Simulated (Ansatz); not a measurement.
C3H12ClGeN3, SMILES `C[NH][Ge]([Cl])([NH]C)[NH]C`, 20 atoms. Charge 0, multiplicity 1. Correlated methods include outer-core shells of Ge, which these sets cover unevenly. Scalar relativity is left out up to krypton. Hardware: A = 4 threads of an AMD EPYC 7R13 on a shared host and a share of an NVIDIA H100 80 GB; B = 4 threads of an AMD EPYC 7R13 on a shared host. Correlated methods freeze the cores.

Problem. How many basis functions does each run have, and how long does it take in Ansatz? RHF-CCSD(T)/def2-TZVPP energy [A]; RHF-CCSD(T)/def2-SVP energy [A]; RKS PBE0-D4/def2-TZVP relaxation (13 steps) [A]; RKS BHLYP-D4/def2-TZVPP energy [A]; RHF-MP2/def2-QZVPP energy [A]; RKS r2SCANh-D4/def2-TZVPP energy [A]; RKS B3LYP-D4/def2-TZVPP energy and forces [A]; RKS PBE0-D4/def2-QZVPP energy [A]; RKS PBE0-D4/def2-TZVPP energy [A]; RKS ωB97M-V/def2-SVP energy [B]; RKS ωB97M-V/def2-QZVPP energy [A]; direct RPA on PBE orbitals/def2-TZVPP energy [A]. (An estimate is asked.)

Solution. Ansatz gave: Other jobs shared the machine, so times are rough.

| level | job | functions | wall time | peak host memory (GiB) |
| --- | --- | --- | --- | --- |
| RKS BHLYP-D4/def2-TZVPP | energy [A] | 444 | 6.5 s | 1.2 |
| RKS r2SCANh-D4/def2-TZVPP | energy [A] | 444 | 7 s | 1.2 |
| RKS PBE0-D4/def2-TZVPP | energy [A] | 444 | 7.5 s | 0.96 |
| RHF-CCSD(T)/def2-SVP | energy [A] | 194 | 8 s | 1.2 |
| RKS PBE0-D4/def2-QZVPP | energy [A] | 861 | 8.5 s | 3.2 |
| RKS B3LYP-D4/def2-TZVPP | energy and forces [A] | 444 | 9.5 s | 1.2 |
| direct RPA on PBE orbitals/def2-TZVPP | energy [A] | 444 | 10 s | 2.1 |
| RKS ωB97M-V/def2-SVP | energy [B] | 194 | 12 s | 1.2 |
| RHF-MP2/def2-QZVPP | energy [A] | 861 | 18 s | 1.6 |
| RKS ωB97M-V/def2-QZVPP | energy [A] | 861 | 36 s | 7.6 |
| RHF-CCSD(T)/def2-TZVPP | energy [A] | 444 | 54 s | 1.2 |
| RKS PBE0-D4/def2-TZVP | relaxation (13 steps) [A] | 343 | 59 s | 1.1 |

B3LYP here is the variant with VWN-RPA as its local correlation; programs differ in this.
